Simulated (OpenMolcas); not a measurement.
# neutral iron: effect of the basis set

- Program: OpenMolcas
- Method: CASSCF
- Active space: 8 electrons in 6 orbitals (3d 4s)
- State averaging: 2S+1 = 5 even, 15 roots; 2S+1 = 3 even, 73 roots kept (CI in the orbitals of an earlier block); 2S+1 = 1 even, 50 roots kept (CI in the orbitals of an earlier block)
- Spin-orbit coupling: RASSI with atomic mean-field integrals over the reference wave functions, term energies averaged over their components

A. ANO-RCC-VDZP [5s4p2d1f], DKH2, point nucleus; cost roughly 40 core-seconds
B. ANO-L-VTZP [6s5p3d2f1g], non-relativistic, point nucleus; cost roughly 40 core-seconds
C. ANO-R3 [7s5p5d3f2g1h], X2C, finite nucleus; cost about 29 core-seconds

Energies in cm-1 above 3d6 4s2 5D4, the measured ground level; measured values from NIST Handbook of Basic Atomic Spectroscopic Data.

```tsv
Level	A	B	C	Measured
3d6 4s2 5D4	0.0	0.0	0.0	0.0
3d6 4s2 5D3	388	392	387	416
3d6 4s2 5D2	665	672	664	704
3d6 4s2 5D1	845	854	844	888
3d6 4s2 5D0	934	944	933	978
3d7 4s 5F5	6851	5058	6970	6928
3d7 4s 5F4	7329	5540	7447	7377
3d7 4s 5F3	7706	5921	7823	7728
3d7 4s 5F2	7984	6203	8102	7986
3d7 4s 5F1	8168	6388	8285	8155
3d7 4s 3F4	14206	11921	14197	
3d7 4s 3F3	14840	12565	14830	
3d7 4s 3F2	15293	13024	15282	
3d6 4s2 3H6	20078	20331	20131	19390
3d6 4s2 3H5	20286	20541	20338	19621
3d6 4s2 3H4	20444	20701	20496	19788
3d6 4s2 3P2 [73 %]	21508	21785	21570	18378
3d6 4s2 3P1	22626	22960	22688	19552
3d6 4s2 3F4 [57 %]	23092	23265	23153	20641
3d6 4s2 3P0	23196	23525	23256	20038
3d7 4s 5P3	23299	21690	23458	17550
3d6 4s2 3F3 [69 %]	23316	23507	23376	20874
3d6 4s2 3F2	23511	23755	23570	21039
3d7 4s 5P2 [72 %]	23522	21959	23680	17727
```

Deviations, from unrounded energies. A percentage is the sum of absolute deviations over the sum of measured energies, with the sign that they share, or ± where signs differ.

```
                        Against measurement  Levels      A      B      C
             mean absolute deviation (cm-1)      20   1500   1900   1600
      fine structure of the ground term (%)       4   -5.2   -4.2   -5.3
other terms of the ground configuration (%)       9  +10.4  +11.7  +10.7
                   other configurations (%)       7  ±15.9  ±23.7  +16.8
```

A, C lie about equally close to measurement and B furthest from it. The largest miss of A in the table is 3d7 4s 5P2 [72 %], by +5800 cm-1. The ranking rests on the paired levels alone, and a cruder setting can come out closer through cancelling errors.

Among A to C the level of the table that moves most is 3d7 4s 3F4, by 2300 cm-1 (lowest in B, highest in A).

Without dynamic correlation excited terms often stand tens of per cent too high (terms of higher spin than the ground term too low), and those without a measured partner can miss by more than the paired ones. Terms from blocks run as CI alone lack orbitals of their own. A single d shell beside an s shell can misplace configurations of different d count against each other. Configurations are named by rounded mean occupations; where the s occupation lies near a half they are strongly mixed, a name can repeat and a true partner stay unpaired (holds for A; C). Some levels mix across a computed gap that differs much from the measured one, so their mixing is not that of the real levels (holds for B). Measured partners are found by configuration, term and J. A level has none where our copy of the source lacks it or the pairing is in doubt (some pairs that miss far off the trend of their configuration count as doubtful), and it then counts in no deviation. Only configurations of the active space appear. The table leaves out levels that lie high or whose names do not pair safely across all columns.

A share in square brackets marks a mixed level and gives the weight of the term that names it, the lowest over the columns.
